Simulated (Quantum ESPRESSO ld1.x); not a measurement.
Question: Radial electron density D(r) = 4 pi r^2 rho(r) of an atom or ion with 33 electrons. All-electron calculation, Dirac Kohn-Sham, revPBE, spin-unpolarised, spherical densities, point nucleus. Program: ld1.x of Quantum ESPRESSO 7.5.

r (bohr)  D(r) (e/bohr)
0.003498          4.561
0.004555          7.034
0.005931          10.60
0.007662          15.34
0.009977          21.63
0.01299           29.02
0.01692           36.56
0.02203           42.54
0.02845           45.01
0.03705           43.26
0.04824           39.01
0.06282           37.12
0.0818            41.76
0.1065            50.37
0.1376            53.22
0.1792            44.46
0.2333            32.34
0.3038            30.71
0.3955            36.48
0.515             33.99
0.6653            21.59
0.8663            10.10
1.128             5.719
1.469             4.386
1.913             2.528
2.49             0.8218
3.217            0.1469
4.189           0.01105
5.455         0.0002816

What is the nuclear charge?

Answer: Z = 36. The innermost maximum, from 1s, lies near gamma/Z bohr with gamma = sqrt(1 - (Z/c)^2) = 0.965, here 0.0268 bohr (found: 0.0291), and its height grows with Z. The density is that of the krypton ion Kr3+ in [Ar] 3d10 4s2 4p3; the configuration itself is not fixed sharply by these data, and Z only to about a unit. D(r) has 3 maxima, at r = 0.0291, 0.130, 0.432 bohr, and minima at 0.0604, 0.274 bohr, inside which lie 2.08, 11.03 electrons.
